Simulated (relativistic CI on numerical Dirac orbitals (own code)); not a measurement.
## Radial parameters of Tl XXX

Computed by Dirac-Coulomb-Breit CI, KLI orbitals optimised for each configuration, QED by a radiative potential, unscaled Slater integrals (own radial code, finite nucleus).

Slater integrals F^k, G^k are unscaled and averaged over j, outside the closed core [Ar] 3d10 4p6 4d10; ζ comes from projecting the Hamiltonian with its Breit term on Σ l·s of the shell.

- 4s2 4f6: F^2(4f,4f) = 265780, F^4(4f,4f) = 172930, F^6(4f,4f) = 126350, ζ(4f) = 13479 cm⁻¹; <r>(4f) = 0.3928, <r^2>(4f) = 0.1773 (bohr units).
- 4s2 4f5 5s: F^2(4f,4f) = 268390, F^4(4f,4f) = 174730, F^6(4f,4f) = 127700, ζ(4f) = 13784, G^3(4f,5s) = 37102 cm⁻¹; <r>(4f) = 0.3896, <r^2>(4f) = 0.1743, <r>(5s) = 0.7043, <r^2>(5s) = 0.5528 (bohr units).
- 4s2 4f4 5s2: F^2(4f,4f) = 271200, F^4(4f,4f) = 176670, F^6(4f,4f) = 129160, ζ(4f) = 14091 cm⁻¹; <r>(4f) = 0.3862, <r^2>(4f) = 0.1711 (bohr units).

Averages of the first 6 configurations, taken without configuration mixing, which lowers the lowest level and can move excited configurations by several eV; other configurations of the list can lie among them:

```
Configuration  Parity  States  Average energy above the lowest level (eV)
      4s2 4f6    even    3003                                        32.3
   4s2 4f5 5s     odd    4004                                       185.4
  4s2 4f4 5s2    even    1001                                       350.1
       4s 4f7     odd    6864                                       775.2
   4s2 4f5 6s     odd    4004                                       524.5
          4f8    even    3003                                      1521.0
```
